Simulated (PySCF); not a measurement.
**Relaxation of septet SmH2**

These are results of PySCF, UPBE0, basis Sm def2-TZVP with ECP28, H def2-TZVP (scalar-relativistic core potentials, no spin–orbit coupling, density fitting), not measurements. A (50,194) grid was used.

A start displaced from a saddle point along its imaginary mode, of C2v symmetry, held to at least that symmetry:

Coordinates in bohr (charge 0 multiplicity 7):
```
Sm   -0.0030    0.0000    0.0000
H     0.2268    0.0000    4.2176
H     0.2268    0.0000   -4.2176
```

Optimiser trace:
| step | E − E(last) (kJ/mol) | largest gradient (Eh/bohr) |
| --- | --- | --- |
| 0 | 28.29 | 0.00205 |
| 1 | 27.88 | 0.00258 |
| 2 | 27.24 | 0.00319 |
| 3 | 26.29 | 0.00380 |
| 4 | 24.94 | 0.00431 |
| 5 | 23.16 | 0.00460 |
| 6 | 21.03 | 0.00452 |
| 7 | 18.73 | 0.00467 |
| 8 | 12.45 | 0.01127 |
| 9 | 10.66 | 0.00908 |
| 10 | 6.55 | 0.00525 |
| 11 | 1.49 | 0.00336 |
| 12 | 0.01 | 0.00070 |
| 13 | 0.00 | 0.00004 |

It ends at C2v with Sm–H 2.134 Å (×2); H–Sm–H 115.2°. A frequency run shows a minimum.

Final geometry:
```xyz
3
charge 0 multiplicity 7, angstrom
Sm   -0.0150    0.0000    0.0000
H     1.1289    0.0000    1.8020
H     1.1289    0.0000   -1.8020
```

Open d and f shells are described by one determinant, and the ground state may have another occupation or spin. The pruned grid is coarse for the open f shell: energies are uncertain by about 2 kJ/mol and soft modes are noisy. With an element this heavy the missing spin–orbit coupling can shift these numbers.

The relaxation took roughly 2.5 core-minutes on a shared host.
